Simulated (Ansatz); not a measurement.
Problem. Name a neutral molecule of C, N, O, Si and H with LUMO energy (PBE0/def2-TZVPP) between -0.15 and 0.15 eV and LUMO energy (ωB97M-V/def2-TZVPP) between 2.05 and 2.35 eV (Ansatz, PBE0-D4/def2-TZVP geometry).

Solution. `C/C(O)=N\[SiH3]` (0.03 eV, 2.14 eV); `O/C=N/[SiH3]` (-0.12 eV, 2.12 eV); `CC(=N)O[SiH2]O` (0.07 eV, 2.15 eV). Other molecules can fit too; these were computed, each in one conformer that needn't be the lowest.
